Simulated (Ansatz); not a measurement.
Input file for `[OH][Hf]([F])([SH])[Cl]`:

```yaml
crystal:
  periodic: [false, false, false]
  atoms:
    - {symbol: O, position_ang: [-1.803592, 0.122813, 0.355277]}
    - {symbol: Hf, position_ang: [0.068692, -0.129125, 0.304365]}
    - {symbol: F, position_ang: [0.550893, -1.944756, 0.581469]}
    - {symbol: S, position_ang: [0.756326, 0.538659, -1.939976]}
    - {symbol: Cl, position_ang: [1.165159, 1.166551, 1.930747]}
    - {symbol: H, position_ang: [-2.744538, 0.163538, 0.497769]}
    - {symbol: H, position_ang: [2.007060, 0.082320, -1.729640]}
basis:
  gaussian: {orbitals: def2-TZVPP}
correlation: {method: ccsd_t}
```

```sh
$ ansatz run in.yaml --threads 2 --pin off --events-out ev --progress --plain --max-ram 32768MiB --backend cuda --devices 0, --max-vram 18GiB
```

The program prints (abridged):

```
Functional definition: HF
1422 factors; integrals over basis functions are off by at most 1.2e-3 eV
mean field evaluation 1: about -29393.4054 eV, gradient 5.4e1 eV
mean field evaluation 2: about -29393.5630 eV, gradient 5.4e1 eV
mean field evaluation 4: about -29398.8976 eV, gradient 2.8e0 eV
mean field evaluation 8: about -29398.9621 eV, gradient 3.3e-1 eV
mean field evaluation 16: about -29398.9629 eV, gradient 1.5e-6 eV
mean field -29398.96286068 eV, -1080.3919577973 hartree, gradient 1.5e-6 eV, S^2 0.000000; 0 other end points of the search recorded, 0 dependent functions left out
12 core orbitals not correlated: weight in the atoms' cores, before any rotation towards them, 1.000 or more for the frozen orbitals, at most 0.000 for the correlated occupied ones
reference -29398.96286068 eV, -1080.3919577973 hartree; 20, 20 occupied and 198, 198 virtual orbitals, 1422 factors
second order -31.99340673 eV of doubles, -0.00000000 eV of singles
cycle   1  -31.76482389 eV  change    2.3e-1 eV  update   1.5e-1
cycle   2  -32.47245234 eV  change   -7.1e-1 eV  update   5.8e-2
cycle   3  -32.69407093 eV  change   -2.2e-1 eV  update   2.7e-2
cycle   4  -32.67725150 eV  change    1.7e-2 eV  update   7.4e-3
cycle   5  -32.66707611 eV  change    1.0e-2 eV  update   2.8e-3
cycle   6  -32.66810268 eV  change   -1.0e-3 eV  update   1.0e-3
cycle   7  -32.66816783 eV  change   -6.5e-5 eV  update   3.2e-4
cycle   8  -32.66794235 eV  change    2.3e-4 eV  update   1.4e-4
cycle   9  -32.66799951 eV  change   -5.7e-5 eV  update   4.7e-5
cycle  10  -32.66804505 eV  change   -4.6e-5 eV  update   1.9e-5
perturbative correction -1.34000021 eV, -0.0492440994 hartree
Total energy: -29432.97090594 eV, -1081.6417304090 hartree
```

Run time 11 s (2 threads of an AMD EPYC 7R13 on a shared host and a share of an NVIDIA H100 80 GB); peak host memory 0.82 GiB.

Correlation energy per correlated electron: -0.850 eV. T1 diagnostic: 0.0153.
